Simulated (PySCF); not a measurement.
Input file for PySCF: D3(BJ) and D4 dispersion corrections on AsBF2H2 (SMILES FB(F)[AsH2]), a point of a torsion scan.

```python
from pyscf import gto
from pyscf.dispersion import dftd3, dftd4

mol = gto.M(
    atom='''
    F    -1.78893268   -1.00410895    0.36296195
    B    -0.85544298   -0.12163832    0.06474809
    F    -1.31926271    0.92078346   -0.59379560
    As    1.09272281   -0.34454148    0.59911391
    H     1.51628721   -0.32100259   -0.84309594
    H     1.30286030    1.14270895    0.63083552
    ''',
    basis='def2-svp',
    charge=0, spin=0, verbose=0, max_memory=1800)
d3, d4 = {}, {}
for xc in ['hf', 'pbe', 'blyp', 'revpbe', 'tpss', 'r2scan', 'b3lyp', 'pbe0', 'bhlyp', 'camb3lyp', 'b2plyp']:
    d3[xc] = float(dftd3.DFTD3Dispersion(mol, xc=xc, version='d3bj', atm=False).get_dispersion()['energy'])
    print(f'D3(BJ) {xc:10s} {d3[xc]:14.8f} Eh')
for xc in ['hf', 'pbe', 'blyp', 'revpbe', 'tpss', 'r2scan', 'b3lyp', 'pbe0', 'bhlyp', 'camb3lyp', 'b2plyp']:
    d4[xc] = float(dftd4.DFTD4Dispersion(mol, xc={'camb3lyp': 'cam-b3lyp'}.get(xc, xc), atm=True).get_dispersion()['energy'])
    print(f'D4     {xc:10s} {d4[xc]:14.8f} Eh')
```

The log:

```
D3(BJ) hf            -0.03165044 Eh
D3(BJ) pbe           -0.00352553 Eh
D3(BJ) blyp          -0.00795443 Eh
D3(BJ) revpbe        -0.00888336 Eh
D3(BJ) tpss          -0.00452426 Eh
D3(BJ) r2scan        -0.00091645 Eh
D3(BJ) b3lyp         -0.00655219 Eh
D3(BJ) pbe0          -0.00310077 Eh
D3(BJ) bhlyp         -0.00540832 Eh
D3(BJ) camb3lyp      -0.00291113 Eh
D3(BJ) b2plyp        -0.00317053 Eh
D4     hf            -0.01406242 Eh
D4     pbe           -0.00382484 Eh
D4     blyp          -0.00859243 Eh
D4     revpbe        -0.01186281 Eh
D4     tpss          -0.00517799 Eh
D4     r2scan        -0.00085853 Eh
D4     b3lyp         -0.00626192 Eh
D4     pbe0          -0.00319149 Eh
D4     bhlyp         -0.00486030 Eh
D4     camb3lyp      -0.00323435 Eh
D4     b2plyp        -0.00264207 Eh
```

The run finished.

Cost: roughly 0.020 core-seconds.
